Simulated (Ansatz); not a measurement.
Two shapes of singlet ZnCl₂.

Shape 1:

```xyz
3

Cl    0.0000    0.0000   -2.0970
Zn    0.0000    0.0000    0.0000
Cl    0.0000    0.0000    2.0970
```

Shape 2:

```xyz
3

Cl    0.0000    0.0000   -1.9293
Zn    0.0000    0.0000    0.0000
Cl    0.0000    0.0000    1.9293
```

Basis set: def2-TZVP (spherical functions). Frozen core: 15 orbitals. Charge 0, multiplicity 1.

Computed with Ansatz (development build ahead of 0.2.0); each method stands on the lowest determinant of its kind that the runs found.

Task: Which shape is lower in energy, and by how much in each method?

Result:

| method | E(2) − E(1) (eV) |
| --- | --- |
| RHF | 0.794 |
| RHF-MP2 | 0.471 |

Shape 1 is lower.
